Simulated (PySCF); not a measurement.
C5H9B.

```xyz
15

C     -0.6962     2.3257     0.4197
C     -0.6016     1.1410     0.1441
B     -0.4675    -0.3461    -0.1965
C     -1.7008    -1.1020    -0.8179
C      0.8922    -1.1000     0.0638
C      2.1210    -0.2807     0.4619
H     -0.7816     3.3692     0.6615
H     -2.6558    -0.8223    -0.3440
H     -1.7873    -0.7743    -1.8728
H     -1.5970    -2.1981    -0.8218
H      1.1013    -1.7348    -0.8196
H      0.6473    -1.8429     0.8535
H      1.9285     0.3081     1.3726
H      2.3929     0.4377    -0.3281
H      3.0009    -0.9163     0.6516
```

Geometry optimised at B3LYP-D3(BJ)/def2-SVP. The structure was generated by enumeration, and PubChem lists no compound with its InChIKey, so it may never have been made. Other conformers were not sampled.

Calculation: B3LYP/pcSseg-1 in PySCF. Non-relativistic, no solvent.

Computed absolute GIAO shielding of each atom: isotropic value and principal components (ppm):
```
atom  σ(iso)    σ11    σ22    σ33   span
----  ------  -----  -----  -----  -----
C1      55.4    2.2   17.2  147.0  144.8
C2      83.5  -28.7  -15.7  294.8  323.4
B3      22.4  -56.6   11.3  112.4  168.9
C4     163.2  139.5  169.8  180.3   40.8
C5     150.6  121.6  161.6  168.6   47.0
C6     166.7  156.9  165.8  177.4   20.5
H7      27.1   24.2   25.0   32.0    7.8
H8      30.3   26.5   29.3   35.0    8.5
H9      30.7   27.4   29.0   35.8    8.4
H10     30.4   26.9   30.1   34.2    7.3
H11     29.9   25.4   30.2   34.0    8.7
H12     30.3   25.7   30.2   34.8    9.1
H13     29.9   26.1   28.9   34.8    8.7
H14     30.2   26.8   28.4   35.4    8.6
H15     30.3   25.5   28.5   37.1   11.6
```
